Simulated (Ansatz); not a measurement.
Consider the redistribution: `[O]=[Mo](=[S])([Cl])[Cl]` + `C[NH][Al]([CH3])[Cl]` → `[CH3][Mo](=[O])(=[S])[Cl]` + `C[NH][Al]([Cl])[Cl]`.

Calculated with Ansatz (gas phase, PBE0-D4/def2-TZVP geometries, no zero-point term in ΔE). CBS: MP2 limit from def2 TZ/QZ plus the TZ coupled-cluster correction, frozen cores. Functionals use def2-TZVPP. B3LYP here is the variant with VWN-RPA as its local correlation; programs differ in this. HSE06 is defined as in plane-wave codes. Elements past krypton have def2 core potentials. For Mo outer-core shells are correlated without core-valence functions, which leaves a few kJ/mol of doubt a bond. One conformer a species, not always the lowest.

```json
{"level": "LDA (SPW92)", "ΔE (kJ/mol)": "-13.9", "difference from CCSD(T)/CBS": "17.7"}
{"level": "PBE-D4", "ΔE (kJ/mol)": "-15.3", "difference from CCSD(T)/CBS": "16.3"}
{"level": "revPBE-D4", "ΔE (kJ/mol)": "-16.1", "difference from CCSD(T)/CBS": "15.5"}
{"level": "BLYP-D4", "ΔE (kJ/mol)": "-15.7", "difference from CCSD(T)/CBS": "15.9"}
{"level": "r2SCAN-D4", "ΔE (kJ/mol)": "-22.9", "difference from CCSD(T)/CBS": "8.7"}
{"level": "B97M-V", "ΔE (kJ/mol)": "-20.9", "difference from CCSD(T)/CBS": "10.7"}
{"level": "PBE0-D4", "ΔE (kJ/mol)": "-25.0", "difference from CCSD(T)/CBS": "6.6"}
{"level": "B3LYP-D4", "ΔE (kJ/mol)": "-23.4", "difference from CCSD(T)/CBS": "8.2"}
{"level": "r2SCANh-D4", "ΔE (kJ/mol)": "-25.9", "difference from CCSD(T)/CBS": "5.7"}
{"level": "HSE06-D4", "ΔE (kJ/mol)": "-24.7", "difference from CCSD(T)/CBS": "6.9"}
{"level": "BHLYP-D4", "ΔE (kJ/mol)": "-34.3", "difference from CCSD(T)/CBS": "-2.7"}
{"level": "CAM-B3LYP-D4", "ΔE (kJ/mol)": "-28.6", "difference from CCSD(T)/CBS": "3.0"}
{"level": "ωB97M-V", "ΔE (kJ/mol)": "-31.1", "difference from CCSD(T)/CBS": "0.5"}
{"level": "B2PLYP", "ΔE (kJ/mol)": "-19.2", "difference from CCSD(T)/CBS": "12.4"}
{"level": "PBE-QIDH", "ΔE (kJ/mol)": "-24.4", "difference from CCSD(T)/CBS": "7.2"}
{"level": "PBE", "ΔE (kJ/mol)": "-14.8", "difference from CCSD(T)/CBS": "16.8"}
{"level": "BLYP", "ΔE (kJ/mol)": "-14.7", "difference from CCSD(T)/CBS": "16.9"}
{"level": "r2SCAN", "ΔE (kJ/mol)": "-22.7", "difference from CCSD(T)/CBS": "8.9"}
{"level": "PBE0", "ΔE (kJ/mol)": "-24.6", "difference from CCSD(T)/CBS": "7.0"}
{"level": "B3LYP", "ΔE (kJ/mol)": "-22.6", "difference from CCSD(T)/CBS": "9.0"}
{"level": "r2SCANh", "ΔE (kJ/mol)": "-25.8", "difference from CCSD(T)/CBS": "5.8"}
{"level": "r2SCAN0", "ΔE (kJ/mol)": "-30.1", "difference from CCSD(T)/CBS": "1.5"}
{"level": "HSE06", "ΔE (kJ/mol)": "-24.3", "difference from CCSD(T)/CBS": "7.3"}
{"level": "BHLYP", "ΔE (kJ/mol)": "-34.0", "difference from CCSD(T)/CBS": "-2.4"}
{"level": "LC-ωPBE", "ΔE (kJ/mol)": "-32.3", "difference from CCSD(T)/CBS": "-0.7"}
{"level": "RPA@PBE/def2-TZVPP", "ΔE (kJ/mol)": "-28.2", "difference from CCSD(T)/CBS": "3.4"}
{"level": "HF/def2-SVP", "ΔE (kJ/mol)": "-54.2", "difference from CCSD(T)/CBS": "-22.6"}
{"level": "MP2/def2-SVP", "ΔE (kJ/mol)": "-13.5", "difference from CCSD(T)/CBS": "18.1"}
{"level": "CCSD/def2-SVP", "ΔE (kJ/mol)": "-40.2", "difference from CCSD(T)/CBS": "-8.6"}
{"level": "CCSD(T)/def2-SVP", "ΔE (kJ/mol)": "-32.8", "difference from CCSD(T)/CBS": "-1.2"}
{"level": "HF/def2-TZVPP", "ΔE (kJ/mol)": "-51.6", "difference from CCSD(T)/CBS": "-20.0"}
{"level": "MP2/def2-TZVPP", "ΔE (kJ/mol)": "-12.2", "difference from CCSD(T)/CBS": "19.4"}
{"level": "SCS-MP2/def2-TZVPP", "ΔE (kJ/mol)": "-18.9", "difference from CCSD(T)/CBS": "12.7"}
{"level": "CCSD(T)/def2-TZVPP", "ΔE (kJ/mol)": "-32.0", "difference from CCSD(T)/CBS": "-0.4"}
{"level": "HF/def2-QZVPP", "ΔE (kJ/mol)": "-49.6", "difference from CCSD(T)/CBS": "-18.0"}
{"level": "MP2/def2-QZVPP", "ΔE (kJ/mol)": "-11.3", "difference from CCSD(T)/CBS": "20.3"}
{"level": "SCS-MP2/def2-QZVPP", "ΔE (kJ/mol)": "-18.2", "difference from CCSD(T)/CBS": "13.4"}
{"level": "HF/CBS(def2)", "ΔE (kJ/mol)": "-49.4", "difference from CCSD(T)/CBS": "-17.8"}
{"level": "MP2/CBS(def2)", "ΔE (kJ/mol)": "-11.8", "difference from CCSD(T)/CBS": "19.8"}
{"level": "CCSD/CBS(def2)", "ΔE (kJ/mol)": "-39.2", "difference from CCSD(T)/CBS": "-7.6"}
{"level": "CCSD(T)/CBS", "ΔE (kJ/mol)": "-31.6", "difference from CCSD(T)/CBS": "0"}
```

Largest T1 diagnostic among the species: 0.025, so the coupled-cluster value is less sure than usual.

From PBE to PBE0 (25 % exact exchange), in def2-TZVPP and without D4, ΔE moves by −9.8 kJ/mol. In def2-TZVPP, CCSD(T) changes the Hartree–Fock value by +19.6 kJ/mol (the triples alone add +7.6 kJ/mol) and MP2 by +39.4 kJ/mol. Leaving LDA and LC-ωPBE aside and taking each functional with its dispersion term where it has one, the values spread over 19.0 kJ/mol, from BHLYP-D4 to PBE-D4.
